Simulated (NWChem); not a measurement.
GeH$_{3}$TeCl; SMILES Cl[Te][GeH3]

Results from NWChem. Structure relaxed at the PBE-D3(BJ)/def2-SVP level. def2 effective core potentials on Te; no spin-orbit coupling. Level MN15/def2-SVP: energy and gradient on several grids; changes count from the extra-fine grid, which is no exact limit either.

```tsv
grid	size of the energy change (μHa)	largest change of a gradient component (μHa/bohr)
xcoarse	4000	4000
coarse	< 10	600
medium	< 10	100
fine	< 10	< 30
xfine	< 10	< 30
```
